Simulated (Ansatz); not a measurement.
**One arrangement of a pair**

The pair of Li⁺ (SMILES [Li+], atom 1) and Br⁻ (SMILES [Br-], atom 2), both closed shells, in one local arrangement (a lower one may exist), relaxed at PBE0-D4/def2-TZVP:

Li1  (0.000, 0.000, -1.086)
Br2  (0.000, 0.000, 1.086)
(Å)

Program: Ansatz 0.2.0. Basis: def2-TZVPPD, with def2-QZVPPD for the basis limit. Cores are frozen in the correlated methods. Filled d shells of the heavier atoms are correlated. The outer core shell of Li, Na, Mg and K is correlated. The def2 sets are not built for correlating such inner shells, so the correlated values are less sure here. B3LYP uses VWN-RPA correlation. Extrapolation: Hartree–Fock as exp(−7.88 √X), correlation as X^−2.97. Interaction energies count from these two fragments, frozen as in the pair, with the counterpoise correction; negative means bound.

What is the interaction energy by CCSD(T) at an estimated basis limit (MP2 extrapolated from triple and quadruple zeta, plus CCSD(T) − MP2 in triple zeta)? (An estimate is asked for; the value comes from the calculation.)

The calculation gives: -146.05 kcal/mol. Hartree–Fock alone gives -144.18 kcal/mol at the basis limit. It counts from the two fragments frozen as in the pair.

The same quantity by other methods in triple zeta, and each one's difference from that estimate:
```
   method  E_int (kcal/mol)  difference
   PBE-D4           -146.92       -0.88
revPBE-D4           -145.90        0.14
  BLYP-D4           -146.35       -0.30
r2SCAN-D4           -144.27        1.77
   B97M-V           -144.88        1.17
  PBE0-D4           -147.08       -1.03
 B3LYP-D4           -146.89       -0.84
 HSE06-D4           -147.12       -1.07
  wB97X-V           -145.87        0.17
  wB97M-V           -145.70        0.34
   B2PLYP           -145.80        0.25
       HF           -143.23        2.82
      MP2           -143.42        2.63
     CCSD           -143.70        2.34
  CCSD(T)           -143.56        2.48
```
Differences are method less estimate.

Which atoms make the shortest contact between the fragments?

Li1 and Br2, 2.17 Å apart.

Basis-set superposition shift (counterpoise-corrected less uncorrected): CCSD(T) 1.11; MP2 1.05; HF 0.07; PBE0-D4 0.08; wB97M-V 0.08 kcal/mol.

No T1 diagnostic of these runs exceeds 0.006.

For scale, one of the runs: CCSD(T)/def2-TZVPPD, 79 basis functions, launched by `ansatz run in.yaml --threads 2 --pin off --events-out ev --progress --plain --max-ram 5222MiB`. Hardware: 2 CPU threads of an Arm Neoverse V2, shared host. Wall time about 0.7 s.
